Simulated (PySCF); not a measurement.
## How methods differ on the ionisation energy of Pt⁴⁹⁺

Pt⁴⁹⁺ [Ar] 3d10 4s1 [4s1/2^1, M_J = 1/2] → Pt⁵⁰⁺ [Ar] 3d10, as a difference of total energies. Calculation: PySCF 2.14, in an uncontracted even-tempered set (16 s from 7.1 bohr⁻², ratio 2.8; 13 p from 9.3 bohr⁻², ratio 2.8; 8 d from 16 bohr⁻², ratio 2.8; 4 f from 37 bohr⁻², ratio 3); the two-component X2C-1e Hamiltonian. Correlated levels: [Ne] frozen; the 72 highest virtual spinors dropped. "Screened" scales the spin-orbit matrix elements by Boettger's factors to mimic the two-electron term; Breit and QED terms are absent.

```tsv
method	ionisation energy (eV)
GHF (spin-free)	2811.2
GMP2 (spin-free)	2812.5
GHF (screened spin-orbit)	2810.8
GMP2 (screened spin-orbit)	2812.0
```

Breit and QED terms and the two-electron picture change are absent.

For comparison: 2827.8 ± 1.4 eV (semi-empirical (NIST evaluation); NIST Atomic Spectra Database, ionization energies).
